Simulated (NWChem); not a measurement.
System: AlF$_{2}$, doublet; SMILES [F][Al][F]

Here is an NWChem input.

```
start job
memory heap 200 mb stack 900 mb global 1100 mb
geometry units angstroms
  Al     0.000000     0.000000     0.507738
  F     -1.434552     0.000000    -0.331077
  F      1.434552     0.000000    -0.331077
end
basis spherical
  Al library def2-svp
  F library def2-svp
end
dft
  odft
  mult 2
  xc becke88 lyp
  iterations 150
end
driver
  maxiter 120
end
task dft optimize
task dft freq
```

Parts of the log:

```
             Northwest Computational Chemistry Package (NWChem) 7.3.0
             --------------------------------------------------------

 C2V symmetry detected

                             Geometry "geometry" -> ""
                             -------------------------

 Output coordinates in angstroms (scale by  1.889725989 to convert to a.u.)

  No.       Tag          Charge          X              Y              Z
 ---- ---------------- ---------- -------------- -------------- --------------
    1 Al                  13.0000     0.00000000     0.00000000     0.48705387
    2 F                    9.0000    -1.43455200     0.00000000    -0.35176113
    3 F                    9.0000     1.43455200     0.00000000    -0.35176113

 Effective nuclear repulsion energy (a.u.)      89.4540924494

      Symmetry information
      --------------------

 Group name             C2v
 Group number             16
 Group order               4
 No. of unique centers     2

                                Z-matrix (autoz)
                                --------

 Units are Angstrom for bonds and degrees for angles

      Type          Name      I     J     K     L     M      Value
      ----------- --------  ----- ----- ----- ----- ----- ----------
    1 Stretch                  1     2                       1.66179
    2 Stretch                  1     3                       1.66179
    3 Bend                     2     1     3               119.36842

                           NWChem Geometry Optimization
                           ----------------------------

 maximum gradient threshold         (gmax) =   0.000450
 rms gradient threshold             (grms) =   0.000300
 maximum cartesian step threshold   (xmax) =   0.001800
 rms cartesian step threshold       (xrms) =   0.001200
 fixed trust radius                (trust) =   0.300000
 source of zmatrix                         =   autoz

          -------------------
          Energy Minimization
          -------------------

 Using diagonal initial Hessian
 Scaling for Hessian diagonals: bonds = 1.00  angles = 0.25  torsions = 0.10

          --------
          Step   0

                                 NWChem DFT Module
                                 -----------------

 Summary of "ao basis" -> "ao basis" (spherical)
 ------------------------------------------------------------------------------
       Tag                 Description            Shells   Functions and Types
 ---------------- ------------------------------  ------  ---------------------
 Al                         def2-svp                 8       18   4s3p1d
 F                          def2-svp                 6       14   3s2p1d

      Symmetry analysis of basis
      --------------------------

        a1         19
        a2          5
        b1         14
        b2          8

            General Information
            -------------------
          SCF calculation type: DFT
          Wavefunction type:  spin polarized.
          No. of atoms     :     3
          No. of electrons :    31
           Alpha electrons :    16
            Beta electrons :    15
          Charge           :     0
          Spin multiplicity:     2
          Use of symmetry is: on ; symmetry adaption is: on
          Maximum number of iterations: 150
          AO basis - number of functions:    46
                     number of shells:    20
          Convergence on energy requested:  1.00D-06
          Convergence on density requested:  1.00D-05
          Convergence on gradient requested:  5.00D-04

              XC Information
              --------------
                    Becke 1988 Exchange Functional  1.000
              Lee-Yang-Parr Correlation Functional  1.000

             Grid Information
             ----------------
          Grid used for XC integration:  medium
          Radial quadrature: Mura-Knowles
          Angular quadrature: Lebedev.
          Tag              B.-S. Rad. Rad. Pts. Rad. Cut. Ang. Pts.
          ---              ---------- --------- --------- ---------
          Al                  1.25       88           7.0       590
          F                   0.50       49           7.0       434
          Grid pruning is: on
          Number of quadrature shells:   137
          Spatial weights used:  Erf1

      Superposition of Atomic Density Guess
      -------------------------------------

 Sum of atomic energies:        -440.37643995

      Non-variational initial energy
      ------------------------------

 Total energy =    -440.381798
 1-e energy   =    -792.460133
 2-e energy   =     262.624242
 HOMO         =      -0.206796
 LUMO         =       0.037310

   Symmetry analysis of molecular orbitals - initial alpha
   -------------------------------------------------------

  Numbering of irreducible representations:

     1 a1          2 a2          3 b1          4 b2

  Orbital symmetries:

     1 a1          2 a1          3 b1          4 a1          5 b1
     6 a1          7 b2          8 a1          9 b1         10 a1
    11 b1         12 a1         13 b2         14 a2         15 b1
    16 a1         17 b2         18 a1         19 b1         20 a1
    21 b2         22 a1         23 b1         24 b2         25 a1
    26 a2

   Symmetry analysis of molecular orbitals - initial beta
   ------------------------------------------------------

  Numbering of irreducible representations:

     1 a1          2 a2          3 b1          4 b2

  Orbital symmetries:

     1 a1          2 a1          3 b1          4 a1          5 b1
     6 a1          7 b2          8 a1          9 b1         10 a1
    11 b1         12 a1         13 b2         14 a2         15 b1
    16 a1         17 b2         18 a1         19 b1         20 a1
    21 b2         22 a1         23 b1         24 b2         25 a1
    26 a2

   convergence    iter        energy       DeltaE   RMS-Dens  Diis-err
 ---------------- ----- ----------------- --------- --------- ---------
 d= 0,ls=0.0,diis     1   -441.8476451200 -5.31D+02  2.38D-02  2.31D-01
                                                     2.46D-02  2.23D-01
 d= 0,ls=0.0,diis     2   -441.1688298595  6.79D-01  1.38D-02  2.09D+00
                                                     1.74D-02  2.05D+00
 d= 0,ls=0.0,diis     3   -441.9670697140 -7.98D-01  1.06D-03  1.14D-03
                                                     8.59D-04  1.09D-03
 d= 0,ls=0.0,diis     4   -441.9675385553 -4.69D-04  2.65D-04  1.15D-04
                                                     1.68D-04  1.19D-04
 d= 0,ls=0.0,diis     5   -441.9675835030 -4.49D-05  2.16D-05  5.91D-07
                                                     2.18D-05  5.02D-07
 d= 0,ls=0.0,diis     6   -441.9675837949 -2.92D-07  6.59D-06  5.42D-08
                                                     3.82D-06  3.93D-08

         Total DFT energy =     -441.967583794868
      One electron energy =     -794.415789865896
           Coulomb energy =      302.639803680719
    Exchange-Corr. energy =      -39.645690059083
 Nuclear repulsion energy =       89.454092449391

 Numeric. integr. density =       31.000002332631

                  Occupations of the irreducible representations
                  ----------------------------------------------

                     irrep           alpha         beta
                     --------     --------     --------
                     a1                8.0          7.0
                     a2                1.0          1.0
                     b1                5.0          5.0
                     b2                2.0          2.0

                    DFT Final Alpha Molecular Orbital Analysis
                    ------------------------------------------

 Vector   14  Occ=1.000000D+00  E=-3.337686D-01  Symmetry=a2
              MO Center= -9.5D-17,  6.6D-15, -3.3D-01, r^2= 2.5D+00
   Bfn.  Coefficient  Atom+Function         Bfn.  Coefficient  Atom+Function
  ----- ------------  ---------------      ----- ------------  ---------------
    23      0.466456  2 F  py                37     -0.466456  3 F  py
    26     -0.323707  2 F  py                40      0.323707  3 F  py
    14      0.087702  1 Al d -2

 Vector   15  Occ=1.000000D+00  E=-3.280997D-01  Symmetry=b1
              MO Center= -2.6D-13, -7.9D-15, -3.0D-01, r^2= 2.6D+00
   Bfn.  Coefficient  Atom+Function         Bfn.  Coefficient  Atom+Function
  ----- ------------  ---------------      ----- ------------  ---------------
    24      0.351600  2 F  pz                38     -0.351600  3 F  pz
    22     -0.310930  2 F  px                36     -0.310930  3 F  px
    27     -0.251246  2 F  pz                41      0.251246  3 F  pz
    25      0.201847  2 F  px                39      0.201847  3 F  px
    11      0.086935  1 Al px                17     -0.069321  1 Al d  1

 Vector   16  Occ=1.000000D+00  E=-2.052740D-01  Symmetry=a1
              MO Center=  2.2D-15, -2.0D-16,  1.0D+00, r^2= 2.4D+00
   Bfn.  Coefficient  Atom+Function         Bfn.  Coefficient  Atom+Function
  ----- ------------  ---------------      ----- ------------  ---------------
     3      0.507737  1 Al s                  4      0.437902  1 Al s
     2      0.287079  1 Al s                 10      0.288498  1 Al pz
    13      0.214521  1 Al pz                24      0.187057  2 F  pz
    38      0.187057  3 F  pz                 7     -0.141304  1 Al pz
    27     -0.128197  2 F  pz                41     -0.128197  3 F  pz

[...]

      ----------------------
      Optimization converged
      ----------------------

  Step       Energy      Delta E   Gmax     Grms     Xrms     Xmax
  ---- ---------------- -------- -------- -------- -------- --------
@    3    -441.96793758 -2.4D-07  0.00009  0.00008  0.00099  0.00162
                                     ok       ok       ok       ok

                                Z-matrix (autoz)
                                --------

 Units are Angstrom for bonds and degrees for angles

      Type          Name      I     J     K     L     M      Value     Gradient
      ----------- --------  ----- ----- ----- ----- ----- ---------- ----------
    1 Stretch                  1     2                       1.67967    0.00009
    2 Stretch                  1     3                       1.67967    0.00009
    3 Bend                     2     1     3               120.33644   -0.00004

                         Geometry "geometry" -> "geometry"
                         ---------------------------------

 Output coordinates in angstroms (scale by  1.889725989 to convert to a.u.)

  No.       Tag          Charge          X              Y              Z
 ---- ---------------- ---------- -------------- -------------- --------------
    1 Al                  13.0000     0.00000000     0.00000000     0.48488340
    2 F                    9.0000    -1.45709426     0.00000000    -0.35067589
    3 F                    9.0000     1.45709426     0.00000000    -0.35067589

 Effective nuclear repulsion energy (a.u.)      88.4299256298

      Symmetry information
      --------------------

 Group name             C2v
 Group number             16
 Group order               4
 No. of unique centers     2

                Final and change from initial internal coordinates
                --------------------------------------------------

                                Z-matrix (autoz)
                                --------

 Units are Angstrom for bonds and degrees for angles

      Type          Name      I     J     K     L     M      Value       Change
      ----------- --------  ----- ----- ----- ----- ----- ---------- ----------
    1 Stretch                  1     2                       1.67967    0.01788
    2 Stretch                  1     3                       1.67967    0.01788
    3 Bend                     2     1     3               120.33644    0.96803

 ==============================================================================
                                internuclear distances
 ------------------------------------------------------------------------------
       center one      |      center two      | atomic units |  angstroms
 ------------------------------------------------------------------------------
    2 F                |   1 Al               |     3.17411  |     1.67967
    3 F                |   1 Al               |     3.17411  |     1.67967
 ------------------------------------------------------------------------------
                         number of included internuclear distances:          2
 ==============================================================================

[second-derivative integrals and response iterations left out]

  Vibrational analysis via the FX method

  See chapter 2 in "Molecular Vibrations" by Wilson, Decius and Cross

  Vib: Default input used

 ---------------------------- Atom information ----------------------------
     atom    #        X              Y              Z            mass
 --------------------------------------------------------------------------
    Al       1  0.0000000D+00  0.0000000D+00  9.1629677D-01  2.6981540D+01
    F        2 -2.7535089D+00  0.0000000D+00 -6.6268135D-01  1.8998400D+01
    F        3  2.7535089D+00  0.0000000D+00 -6.6268135D-01  1.8998400D+01
 --------------------------------------------------------------------------

[unprojected Hessian and modes left out]

        Vibrational analysis via the FX method
  --- with translations and rotations projected out ---
  --- via the Eckart algorithm                      ---
 Projected Nuclear Hessian trans-rot subspace norm:1.2398D-33
                         (should be close to zero!)

[projected Hessian left out]

 Rotational Constants
 --------------------
 A=   1.530384 cm-1  (  2.201832 K)
 B=   0.208967 cm-1  (  0.300650 K)
 C=   0.183862 cm-1  (  0.264530 K)

 Temperature                      =   298.15K
 frequency scaling parameter      =   1.0000

 Zero-Point correction to Energy  =    2.647 kcal/mol  (  0.004218 au)
 Thermal correction to Energy     =    4.852 kcal/mol  (  0.007732 au)
 Thermal correction to Enthalpy   =    5.444 kcal/mol  (  0.008676 au)

 Total Entropy                    =   62.224 cal/mol-K
   - Translational                =   38.416 cal/mol-K (mol. weight =  64.9783)
   - Rotational                   =   21.446 cal/mol-K (symmetry #  =        2)
   - Vibrational                  =    2.362 cal/mol-K

 Cv (constant volume heat capacity) =    9.036 cal/mol-K
   - Translational                  =    2.979 cal/mol-K
   - Rotational                     =    2.979 cal/mol-K
   - Vibrational                    =    3.077 cal/mol-K

[normal modes left out]

 ----------------------------------------------------------------------------
 Normal Eigenvalue ||           Projected Infra Red Intensities
  Mode   [cm**-1]  || [atomic units] [(debye/angs)**2] [(KM/mol)] [arbitrary]
 ------ ---------- || -------------- ----------------- ---------- -----------
    1       -0.000 ||    0.000767           0.018         0.748       0.391
    2        0.000 ||    0.006340           0.146         6.181       3.235
    3        0.000 ||    0.002249           0.052         2.193       1.148
    4        0.000 ||    0.002249           0.052         2.193       1.148
    5        0.000 ||    0.000513           0.012         0.500       0.262
    6        0.000 ||    0.000021           0.000         0.021       0.011
    7      220.615 ||    0.030580           0.706        29.811      15.603
    8      734.385 ||    0.044311           1.022        43.196      22.609
    9      897.191 ||    0.089355           2.061        87.108      45.593
 ----------------------------------------------------------------------------
```

Level: BLYP/def2-SVP, spin-unrestricted. In the optimisation the excess spin sits in a1 (C2v, its own frame). This spin state was assumed; another may lie lower. No stability test was run on the SCF state.
